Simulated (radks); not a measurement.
Au2+, 77 electrons, occupied as [Kr] 4d10 4f14 5s2 5p5.75 5d9 6s0.25 (fractional occupations, a model configuration).

All-electron calculation, Dirac Kohn-Sham, HCTH/407, spin-unpolarised, spherical densities, point nucleus; open shells fill j = l - 1/2 first. Program: a radial shooting solver on a logarithmic mesh with Libxc functionals.

Energy parts (hartree):
total: -19057.3525
kinetic: 21899.1099
electron-nucleus: -47942.2418
Hartree: 7361.8006
exchange-correlation: -376.0212

Orbitals (lengths in bohr, moments of r in powers of bohr; r(90%) holds 90 % of the orbital's charge):
\begin{tabular}{lrrrrrr}
orbital & occ. & eigenvalue (hartree) & r(90%) & <r^2> & <1/r> & small-component weight \\ \hline
1s1/2 & 2 & -2964.236 & 0.0308 & 0.0003933 & 95.79 & 9.00e-02 \\
2s1/2 & 2 & -523.7155 & 0.110 & 0.005936 & 23.54 & 2.06e-02 \\
2p1/2 & 2 & -502.3346 & 0.0967 & 0.004201 & 23.49 & 2.07e-02 \\
2p3/2 & 4 & -434.8750 & 0.108 & 0.005388 & 19.14 & 1.84e-02 \\
3s1/2 & 2 & -124.3379 & 0.270 & 0.03855 & 8.641 & 6.89e-03 \\
3p1/2 & 2 & -114.7196 & 0.261 & 0.03514 & 8.553 & 6.84e-03 \\
3p3/2 & 4 & -99.82151 & 0.283 & 0.04156 & 7.418 & 6.17e-03 \\
3d3/2 & 4 & -83.85915 & 0.256 & 0.03185 & 7.319 & 6.06e-03 \\
3d5/2 & 6 & -80.65150 & 0.262 & 0.03359 & 7.061 & 5.88e-03 \\
4s1/2 & 2 & -27.69143 & 0.584 & 0.1869 & 3.658 & 2.34e-03 \\
4p1/2 & 2 & -23.58559 & 0.594 & 0.1906 & 3.548 & 2.24e-03 \\
4p3/2 & 4 & -20.00518 & 0.643 & 0.2232 & 3.154 & 1.99e-03 \\
4d3/2 & 4 & -13.28533 & 0.674 & 0.2354 & 2.953 & 1.79e-03 \\
4d5/2 & 6 & -12.61699 & 0.690 & 0.2470 & 2.862 & 1.72e-03 \\
5s1/2 & 2 & -4.84417 & 1.32 & 0.9588 & 1.484 & 5.91e-04 \\
4f5/2 & 6 & -3.97808 & 0.791 & 0.2943 & 2.490 & 1.35e-03 \\
4f7/2 & 8 & -3.83654 & 0.803 & 0.3027 & 2.454 & 1.32e-03 \\
5p1/2 & 2 & -3.50563 & 1.44 & 1.123 & 1.358 & 5.07e-04 \\
5p3/2 & 3.75 & -2.88866 & 1.59 & 1.350 & 1.214 & 4.29e-04 \\
5d3/2 & 4 & -1.09073 & 2.20 & 2.426 & 0.9094 & 2.49e-04 \\
5d5/2 & 5 & -1.02534 & 2.28 & 2.607 & 0.8755 & 2.32e-04 \\
6s1/2 & 0.25 & -0.85117 & 3.53 & 6.612 & 0.5274 & 9.05e-05 \\
\end{tabular}

The highest occupied level is 6s1/2 at -23.161 eV. The density falls to 0.001 e/bohr^3 at r = 3.56 bohr. Summed over all electrons, <r^2> = 42.56 bohr^2, which gives a Langevin (diamagnetic) susceptibility term of -33.7 x 10^-6 cm^3/mol.
